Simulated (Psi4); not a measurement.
F₂Zn (SMILES [F][Zn][F]), singlet, geometry from GFN2-xTB (such geometries of metal compounds can be far from the true shape); HF/STO-3G (Psi4).

The Psi4 input:
```
memory 2 GB

molecule mol {
0 1
Zn    0.111785    0.219616    0.226068
F    -0.393948    0.700930   -1.310611
F     0.021333   -1.432982    0.557052
}

set {
  basis sto-3g
  reference rhf
}

energy('scf')
print_variables()
```

Q: What does Psi4 print? Leave out banner, timings and long lists.

A: 
```
   => Loading Basis Set <=

    Name: STO-3G
    Role: ORBITAL
    Keyword: BASIS

         ---------------------------------------------------------
                                   SCF
               by Justin Turney, Rob Parrish, Andy Simmonett
                          and Daniel G. A. Smith
                              RHF Reference
         ---------------------------------------------------------

  ==> Geometry <==

    Molecular point group: cs
    Full point group: Cs

    Geometry (in Angstrom), charge = 0, multiplicity = 1:

       Center              X                  Y                   Z               Mass
    ------------   -----------------  -----------------  -----------------  -----------------
         ZN          -0.249318155783     0.219906274076     0.000000000000    63.929142010000
         F            1.367397852497     0.704716269330     0.000000000000    18.998403162730
         F           -0.528448618175    -1.444695271979     0.000000000000    18.998403162730

  Running in cs symmetry.

  Rotational constants: A =      0.88946  B =      0.21604  C =      0.17382 [cm^-1]
  Rotational constants: A =  26665.29631  B =   6476.86166  C =   5211.11013 [MHz]
  Nuclear repulsion =  184.257947025040579

  Charge       = 0
  Multiplicity = 1
  Electrons    = 48
  Nalpha       = 24
  Nbeta        = 24

  ==> Algorithm <==

  SCF Algorithm Type is DF.
  DIIS enabled.
  MOM disabled.
  Fractional occupation disabled.
  Guess Type is SAD.
  Energy threshold   = 1.00e-06
  Density threshold  = 1.00e-06
  Integral threshold = 1.00e-12

  ==> Primary Basis <==

  Basis Set: STO-3G
    Blend: STO-3G
    Number of shells: 14
    Number of basis functions: 28
    Number of Cartesian functions: 29
    Spherical Harmonics?: true
    Max angular momentum: 2

   => Loading Basis Set <=

    Name: (STO-3G AUX)
    Role: JKFIT
    Keyword: DF_BASIS_SCF

  ==> Integral Setup <==

  SCF_SUBTYPE=INCORE selected. In-core MEM_DF algorithm will be used.
  Using in-core AOs.

  ==> MemDFJK: Density-Fitted J/K Matrices <==

    J tasked:                   Yes
    K tasked:                   Yes
    wK tasked:                   No
    Algorithm:                 Core
    Schwarz Cutoff:           1E-12
    Mask sparsity (%):       2.8061
    Fitting Condition:        1E-10

   => Auxiliary Basis Set <=

  Basis Set: (STO-3G AUX)
    Blend: DEF2-UNIVERSAL-JKFIT
    Number of shells: 108
    Number of basis functions: 418
    Number of Cartesian functions: 563
    Spherical Harmonics?: true
    Max angular momentum: 6

  Minimum eigenvalue in the overlap matrix is 4.1793914059E-01.
  Reciprocal condition number of the overlap matrix is 2.5334192016E-01.
    Using symmetric orthogonalization.

  ==> Pre-Iterations <==

  SCF Guess: Superposition of Atomic Densities via on-the-fly atomic UHF (no occupation information).

   -------------------------
    Irrep   Nso     Nmo
   -------------------------
     A'        21      21
     A"         7       7
   -------------------------
    Total      28      28
   -------------------------

  ==> Iterations <==

                           Total Energy        Delta E     RMS |[F,P]|

   @DF-RHF iter SAD: -1950.44497546439720   -1.95044e+03   0.00000e+00
   @DF-RHF iter   1: -1952.40604403578550   -1.96107e+00   3.48824e-02 ADIIS/DIIS
   @DF-RHF iter   2: -1944.75230176223704    7.65374e+00   1.58722e-01 ADIIS
   @DF-RHF iter   3: -1953.09189816965682   -8.33960e+00   3.01752e-02 ADIIS/DIIS
   @DF-RHF iter   4: -1953.33044855816911   -2.38550e-01   9.74403e-03 ADIIS/DIIS
   @DF-RHF iter   5: -1953.36410434337608   -3.36558e-02   1.39803e-03 ADIIS/DIIS
   @DF-RHF iter   6: -1953.36612316598826   -2.01882e-03   9.78966e-04 ADIIS/DIIS
   @DF-RHF iter   7: -1953.36764179902889   -1.51863e-03   9.62452e-04 ADIIS/DIIS
   @DF-RHF iter   8: -1953.36836994577129   -7.28147e-04   9.59425e-04 ADIIS/DIIS
   @DF-RHF iter   9: -1953.36914168001067   -7.71734e-04   9.60820e-04 ADIIS/DIIS
   @DF-RHF iter  10: -1953.36810773544266    1.03394e-03   9.56095e-04 ADIIS/DIIS
   @DF-RHF iter  11: -1953.35127161993955    1.68361e-02   1.41666e-03 ADIIS/DIIS
   @DF-RHF iter  12: -1953.35134242908725   -7.08091e-05   1.48407e-03 ADIIS/DIIS
   @DF-RHF iter  13: -1953.34428049410963    7.06193e-03   1.68209e-03 ADIIS/DIIS
   @DF-RHF iter  14: -1953.34248211609884    1.79838e-03   2.45455e-03 ADIIS/DIIS
   @DF-RHF iter  15: -1953.34075089098837    1.73123e-03   3.82005e-03 ADIIS/DIIS
   @DF-RHF iter  16: -1953.33975155831763    9.99333e-04   4.19760e-03 ADIIS/DIIS
   @DF-RHF iter  17: -1953.34026055102868   -5.08993e-04   4.11685e-03 ADIIS/DIIS
   @DF-RHF iter  18: -1953.34229631449534   -2.03576e-03   3.38978e-03 ADIIS/DIIS
   @DF-RHF iter  19: -1953.34445331035181   -2.15700e-03   2.23811e-03 ADIIS/DIIS
   @DF-RHF iter  20: -1953.34562528541574   -1.17198e-03   1.88879e-03 ADIIS/DIIS
   @DF-RHF iter  21: -1953.34893600613555   -3.31072e-03   8.29860e-04 ADIIS/DIIS
   @DF-RHF iter  22: -1953.34913766173281   -2.01656e-04   4.48645e-04 ADIIS/DIIS
   @DF-RHF iter  23: -1953.34909053008323    4.71316e-05   1.48339e-04 ADIIS/DIIS
   @DF-RHF iter  24: -1953.34907636699904    1.41631e-05   8.93112e-05 DIIS
   @DF-RHF iter  25: -1953.34896465624456    1.11711e-04   6.40824e-05 DIIS
   @DF-RHF iter  26: -1953.34890407861076    6.05776e-05   3.74603e-05 DIIS
   @DF-RHF iter  27: -1953.34891092558655   -6.84698e-06   4.40779e-05 DIIS
   @DF-RHF iter  28: -1953.34889845650696    1.24691e-05   1.90418e-05 DIIS
   @DF-RHF iter  29: -1953.34889895958054   -5.03074e-07   7.29892e-06 DIIS
   @DF-RHF iter  30: -1953.34889879590014    1.63680e-07   1.39768e-06 DIIS
   @DF-RHF iter  31: -1953.34889879847606   -2.57592e-09   7.51490e-07 DIIS
  Energy and wave function converged.

  ==> Post-Iterations <==

    Orbital Energies [Eh]
    ---------------------

    Doubly Occupied:

       1Ap  -350.417163     2Ap   -44.160813     3Ap   -39.538369
       1App  -39.519555     4Ap   -39.475739     5Ap   -25.822695
       6Ap   -25.822674     7Ap    -5.937556     8Ap    -4.179108
       2App   -4.167424     9Ap    -4.138135    10Ap    -1.436623
      11Ap    -1.424653     3App   -0.916359    12Ap    -0.831372
       4App   -0.787557    13Ap    -0.770357    14Ap    -0.551641
      15Ap    -0.475176    16Ap    -0.467143     5App   -0.458900
       6App   -0.404566    17Ap    -0.403175    18Ap    -0.238678

    Virtual:

       7App    0.192152    19Ap     0.210925    20Ap     0.404318
      21Ap     0.507263

    Final Occupation by Irrep:
             Ap   App
    DOCC [    18,    6 ]
    NA   [    18,    6 ]
    NB   [    18,    6 ]

  @DF-RHF Final Energy: -1953.34889879847606

   => Energetics <=

    Nuclear Repulsion Energy =            184.2579470250405791
    One-Electron Energy =               -3090.5212876676482665
    Two-Electron Energy =                 952.9144418441314883
    Total Energy =                      -1953.3488987984760570

Computation Completed

Properties will be evaluated at   0.000000,   0.000000,   0.000000 [a0]

Properties computed using the SCF density matrix

 Multipole Moments:

 ------------------------------------------------------------------------------------
     Multipole            Electronic (a.u.)      Nuclear  (a.u.)        Total (a.u.)
 ------------------------------------------------------------------------------------

 L = 1.  Multiply by 2.5417464519 to convert [e a0] to [Debye]
 Dipole X            :         -0.0912238            0.1341676            0.0429438
 Dipole Y            :          0.0804626           -0.1183399           -0.0378774
 Dipole Z            :          0.0000000            0.0000000            0.0000000
 Magnitude           :                                                    0.0572614

 ------------------------------------------------------------------------------------

  Variable Map:
  ----------------------------------------------------------------------------
  "CURRENT ENERGY"           =>   -1953.348898798476
  "CURRENT REFERENCE ENERGY" =>   -1953.348898798476
  "DD SOLVATION ENERGY"      =>       0.000000000000
  "HF KINETIC ENERGY"        =>    1944.746334237647
  "HF POTENTIAL ENERGY"      =>   -3898.095233036123
  "HF TOTAL ENERGY"          =>   -1953.348898798476
  "HF VIRIAL RATIO"          =>       2.004423489279
  "NUCLEAR REPULSION ENERGY" =>     184.257947025041
  "ONE-ELECTRON ENERGY"      =>   -3090.521287667648
  "PCM POLARIZATION ENERGY"  =>       0.000000000000
  "PE ENERGY"                =>       0.000000000000
  "SCF ITERATION ENERGY"     =>   -1953.348898798476
  "SCF ITERATIONS"           =>      31.000000000000
  "SCF TOTAL ENERGY"         =>   -1953.348898798476
  "TWO-ELECTRON ENERGY"      =>     952.914441844131

  Array Variable Map:
  ----------------------------------------------------------------------------
  "CURRENT DIPOLE"           =>       0.042943762221 ... 0.000000000000 1 by 3
  "SCF DIPOLE"               =>       0.042943762221 ... 0.000000000000 1 by 3
  "SCF TOTAL ENERGIES"       =>   -1950.444975464397 ... -1953.348898798476 1 by 32
```
